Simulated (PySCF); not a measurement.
## Levels along the 13-electron series

One electron added to the closed shell [Ne] 3s2: EOM-EA-CCSD calculated with PySCF 2.14, two-component X2C-1e with screened spin-orbit coupling, each ion in its own even-tempered basis, 1s2 frozen, the virtual space cut to natural spinors and corrected at second order; no Breit or QED terms. Binding energy of 3p1/2 and energies of the other levels above it, in eV.

| ion | 3p1/2 binding | 3p3/2 − 3p1/2 | NIST ionisation energy |
| --- | --- | --- | --- |
| Ti⁹⁺ | 216.77 | 0.973 | 215.92 ± 0.12 |
| V¹⁰⁺ | 255.93 | 1.248 | 254.8 ± 0.4 (s) |
| Cr¹¹⁺ | 298.21 | 1.575 | 296.7 ± 0.6 (s) |
| Mn¹²⁺ | 343.60 | 1.962 | 343.6 ± 0.7 (s) |
| Fe¹³⁺ | 392.12 | 2.415 | 392.2 ± 0.7 (s) |
| Co¹⁴⁺ | 443.76 | 2.941 | 441.1 ± 1.4 (s) |
| Ni¹⁵⁺ | 498.55 | 3.548 | 495.4 ± 1.7 (s) |
| Cu¹⁶⁺ | 556.48 | 4.243 | 552.8 ± 2.1 (s) |
| Zn¹⁷⁺ | 617.58 | 5.035 | 613.3 ± 2.4 (s) |
| Ga¹⁸⁺ | 681.84 | 5.933 | 677 ± 3 (s) |

Each ion has its own basis, which adds noise of up to about 0.1 % of the binding energies along the series.

The 3p interval goes from 0.9728 to 5.933 eV, as Z to the power 5.27; a hydrogen-like ion gives 4, and the power is higher where the screened charge Z − σ still grows faster than Z or where Zα is large.

NIST values marked (s) are semi-empirical, (t) theoretical.
